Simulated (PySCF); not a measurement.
Species: CH8SSi2Te.
Structure used (PBE0-D3(BJ)/def2-SVP), in Å, numbered top down from 1:
```xyz
13
CH8SSi2Te angstrom
Si    -1.844    0.726   -0.109
C     -0.793   -0.515    0.855
S     -0.112   -1.832   -0.220
Si     1.606   -0.887   -1.074
Te     3.116    0.082    0.688
H     -0.994    1.406   -1.132
H     -2.965    0.017   -0.792
H     -2.402    1.756    0.822
H      0.031   -0.022    1.399
H     -1.405   -1.037    1.607
H      2.282   -1.996   -1.802
H      1.292    0.238   -2.003
H      2.879    1.614    0.084
```

Theory: PBE0-D3(BJ)/def2-SVP geometry optimisation, gas phase, def2 core potentials past Kr in PySCF 2.14.0.

(1) Which atoms are bound to Te5, and at what distances?

(2) What is the shape at Te5?

(3) What are the other bond lengths?

(4) Give some angles away from the centre.

(5) What are the rotational constants (commonest isotopes, rigid rotor)?

Results:

(1) 2 atoms: H13 1.664 Å, Si4 2.515 Å. The nearest atom not counted as bound is H9, at 3.17 Å.

(2) Bent: angle 90.9°.

(3) Si1–C2 1.890 Å; C2–S3 1.831 Å; S3–Si4 2.139 Å; Si1–H6, Si1–H7, Si1–H8 1.494 Å; C2–H9, C2–H10 1.102 Å; Si4–H11, Si4–H12 1.490 Å.

(4) Si1–C2–S3 112.3°, C2–S3–Si4 102.4°, S3–Si4–Te5 111.9°.

(5) A = 2241, B = 539.5, C = 484.4 MHz: a near-prolate asymmetric top.

Point group: C1 (no symmetry element, even within 0.4 Å). Charge 0, singlet. Stationary, but not proved a minimum.

Time: 3.0 min; peak memory 0.53 GiB. Hardware: one thread, Arm Neoverse N1 (aarch64), shared host. This is the geometry optimisation.

One conformer stands for the species.
